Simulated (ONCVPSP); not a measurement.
# What one change does to a pseudopotential (boron (B), ONCV)

B, optimised norm-conserving Vanderbilt (ONCV), made with ONCVPSP 4.0.1 (PBE, scalar-relativistic). Core [He], reference 2s1.5 (charge +1.5). Waves: 2s: rc 1.00 bohr, ncon 5, nbas 9, qcut 6.2 1/bohr, 1 projector; p scattering state at 0.13 Ha: rc 0.95 bohr, ncon 3, nbas 6, qcut 10.5 1/bohr, 2 projectors, debl 1.9 Ha. Local part: polynomial inside 0.75 bohr (lpopt 5, dvloc0 0 Ha). Core correction: Teter function, fcfact 3.75, rcfact 1.05.

In the p channel the program set the typed energies aside and used 0.050, 1.950 Ha.

All-electron outer shells of the reference configuration (PBE, scalar-relativistic, ld1.x):

| shell | level (eV) | outermost node (bohr) | outermost maximum (bohr) |
| --- | --- | --- | --- |
| 1s | -202.04 | – | 0.21 |
| 2s | -25.39 | 0.46 | 1.41 |

Change: s: rc 1.36.

Cutoffs: the cutoffs (Ha) at which the residual kinetic energy of the hardest occupied pseudo-wave falls to 1 and 0.1 mHa per electron; they do not see the model core or the augmentation charge, which bear on the density cutoff. Errors are all-electron minus pseudo energies relative to the spin-unpolarised reference configuration.

Problem. Predict the effect on cutoff, ghosts and configuration errors.

Solution. The potential gets softer (167 Ha and 220 Ha → 14 Ha and 17 Ha); of the 4 tests that both files solve, the error grows in 1 and shrinks in 1 by more than 15 % and 0.3 meV (median size 32.9 → 31.1 meV); neither file shows a bound ghost. A larger radius leaves more room for a smooth pseudo-wave, so fewer plane waves are needed.

| quantity | base | changed |
| --- | --- | --- |
| cutoff, loose | 167 Ha | 14 Ha |
| cutoff, tight | 220 Ha | 17 Ha |
| bound ghosts | none | none |
| GHOST(+) flags under 300 eV | none | none |
| error for 2s2 2p1, meV [ΔE -19.43 eV] | +55 | +49 |
| error for 2s2, meV [ΔE -11.21 eV] | +6.1 | +6.9 |
| error for 2s1, meV [ΔE 14.21 eV] | +11 | +13 |
| error for 2s1 2p2, meV [ΔE -13.58 eV] | +93 | +78 |
| p: phases at 0.96 bohr within 0.05 rad from the reference energy up to (Ha; the scan ends near 5) | to the end of the scan | to the end of the scan |
| rms error of d²Exc/dni dnj with the model core, mHa | 3.68 | 4.74 |
